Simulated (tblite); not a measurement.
Species: C6H5ClFO (doublet state).
Numbering: `[CH2:1]=[C:2](/[CH:3]=[CH:4]/[Cl:5])[O:6]/[CH:7]=[C:8]\[F:9]` (hydrogens: H10, H11 on C1; H12 on C3; H13 on C4; H14 on C7)
Bond orders are those of one Lewis drawing.

Computed with GFN2-xTB (tblite), gas phase: L-BFGS steps from a force-field or distance-geometry start until the largest atomic force falls under 0.01 eV/Å.

Step 34: E = -777.2286 eV
```
atom  x, y, z in Å  |  force x, y, z in eV/Å
C1     -0.2673    1.4115   -1.1635   -0.025   0.032   0.040
C2     -0.3383    0.4512   -0.2377   -0.004  -0.018  -0.040
C3     -1.6058    0.0192    0.3400    0.002   0.032   0.075
C4     -1.6906   -0.9132    1.2851    0.005  -0.008   0.042
Cl5    -3.1870   -1.4295    1.9297   -0.021   0.009   0.025
O6      0.7387   -0.2326    0.2644   -0.005  -0.026  -0.154
C7      1.8612   -0.3632   -0.5284    0.032   0.046   0.049
C8      3.0596   -0.5987   -0.0622    0.036  -0.042   0.092
F9      3.5280   -0.9015    1.1349   -0.060   0.056  -0.102
H10     0.6584    1.7701   -1.5757    0.040  -0.054   0.027
H11    -1.1596    1.8983   -1.5063   -0.036  -0.014  -0.006
H12    -2.5000    0.4992   -0.0273    0.062   0.030  -0.088
H13    -0.8312   -1.3978    1.7191    0.033  -0.043  -0.041
H14     1.7333   -0.2134   -1.5943   -0.060   0.000   0.080
```

Step 35: E = -777.2312 eV
```
atom  x, y, z in Å  |  force x, y, z in eV/Å
C1     -0.2671    1.4117   -1.1614   -0.026   0.011   0.057
C2     -0.3391    0.4473   -0.2394   -0.004  -0.040  -0.068
C3     -1.6099    0.0212    0.3384    0.029   0.028   0.070
C4     -1.6902   -0.9135    1.2823    0.002   0.019   0.034
Cl5    -3.1807   -1.4272    1.9421   -0.018   0.006   0.014
O6      0.7343   -0.2502    0.2539   -0.041   0.007  -0.141
C7      1.8629   -0.3680   -0.5320    0.012   0.052   0.078
C8      3.0603   -0.5916   -0.0570    0.028  -0.035   0.072
F9      3.5190   -0.8927    1.1435   -0.048   0.046  -0.080
H10     0.6592    1.7636   -1.5788    0.016  -0.039   0.029
H11    -1.1615    1.9048   -1.4922    0.008  -0.016  -0.013
H12    -2.5008    0.5079   -0.0335    0.101  -0.017  -0.028
H13    -0.8256   -1.3988    1.7083   -0.005  -0.024  -0.053
H14     1.7385   -0.2150   -1.5963   -0.053   0.002   0.029
```

Step 36: E = -777.2336 eV
```
atom  x, y, z in Å  |  force x, y, z in eV/Å
C1     -0.2662    1.4128   -1.1583   -0.021  -0.006   0.049
C2     -0.3397    0.4420   -0.2433   -0.003  -0.054  -0.070
C3     -1.6110    0.0233    0.3404    0.046   0.016   0.041
C4     -1.6881   -0.9142    1.2823   -0.004   0.040   0.023
Cl5    -3.1743   -1.4248    1.9538   -0.014   0.006   0.009
O6      0.7299   -0.2700    0.2369   -0.064   0.019  -0.090
C7      1.8650   -0.3722   -0.5403    0.012   0.047   0.090
C8      3.0606   -0.5822   -0.0524   -0.012  -0.019   0.056
F9      3.4965   -0.8797    1.1573   -0.024   0.035  -0.066
H10     0.6622    1.7553   -1.5797   -0.010  -0.019   0.025
H11    -1.1608    1.9131   -1.4794    0.042  -0.011  -0.015
H12    -2.4983    0.5155   -0.0362    0.114  -0.048   0.026
H13    -0.8199   -1.4025    1.6998   -0.032  -0.008  -0.058
H14     1.7434   -0.2168   -1.6031   -0.029   0.004  -0.020
```

Question: Estimate the geometry and energy of step 37. (The exact step hangs on the optimiser's Hessian estimate; all steps are aligned on step 36, rigid shifts and turns removed.)

Answer: E = -777.2355 eV, largest force 0.111 eV/Å
```
atom  x, y, z in Å  |  force x, y, z in eV/Å
C1     -0.2656    1.4145   -1.1553   -0.007  -0.019   0.024
C2     -0.3405    0.4361   -0.2490   -0.004  -0.042  -0.053
C3     -1.6098    0.0249    0.3438    0.047  -0.005   0.003
C4     -1.6856   -0.9146    1.2837   -0.008   0.041   0.019
Cl5    -3.1691   -1.4225    1.9633   -0.011   0.010   0.007
O6      0.7252   -0.2873    0.2184   -0.061  -0.003  -0.016
C7      1.8671   -0.3755   -0.5485   -0.003   0.049   0.048
C8      3.0595   -0.5731   -0.0465   -0.050   0.004  -0.019
F9      3.4726   -0.8670    1.1700    0.020   0.012   0.012
H10     0.6649    1.7481   -1.5794   -0.022   0.000   0.017
H11    -1.1586    1.9219   -1.4695    0.050  -0.001  -0.014
H12    -2.4937    0.5203   -0.0351    0.087  -0.045   0.052
H13    -0.8159   -1.4068    1.6935   -0.038  -0.005  -0.051
H14     1.7488   -0.2196   -1.6114    0.001   0.005  -0.030
```

The energy changes by -0.0019 eV. The first-order estimate −F·Δx gives -0.0028 eV and the mean of the old and new forces, exact on a quadratic surface, -0.0020 eV. The step makes an angle of 78° with the force vector and moves no atom by more than 0.030 Å.

What follows is the cost of the whole relaxation. Time: 0.68 s of wall time. Hardware: one thread, Arm Neoverse V1 (aarch64), shared host with 32 logical CPUs at a one-minute load of 39.
